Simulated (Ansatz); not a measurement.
Reaction (adduct formation): `CNC` + `[AlH3]` → `C[NH+](C)[AlH3-]`

Computed with Ansatz on PBE0-D4/def2-TZVP structures; ΔE is electronic, products minus reactants. CBS: MP2 limit from def2 TZ/QZ plus the TZ coupled-cluster correction, frozen cores. This one scheme is used for every species. Functionals use def2-TZVPP.

| level | ΔE (kcal/mol) |
| --- | --- |
| CAM-B3LYP-D4 | -34.7 |
| r2SCAN | -35.4 |
| HF/def2-SVP | -30.7 |
| CCSD/def2-TZVPP | -34.3 |

Question: What does CCSD(T)/CBS give? (Estimate.)

Answer: The calculation gave: -35.3 kcal/mol. The listed levels differ from it by 0.6, -0.1, 4.6, 1.0 kcal/mol.

Largest T1 diagnostic among the species: 0.009.

Leaving LDA and LC-ωPBE aside and taking each functional with its dispersion term where it has one, the values, not all of them listed here, spread over 4.6 kcal/mol, from r2SCAN0-D4 to B2PLYP. LDA lies −9.1 kcal/mol from PBE without D4. The D4 term adds −4.2 kcal/mol with B3LYP and −2.3 kcal/mol with PBE0; it sums over pairs of atoms, weighted by their polarisabilities, and B3LYP, whose exchange is more repulsive, gets the larger term. From PBE to PBE0 (25 % exact exchange), in def2-TZVPP and without D4, ΔE moves by −1.5 kcal/mol.

B3LYP here is the variant with VWN-RPA as its local correlation; programs differ in this.
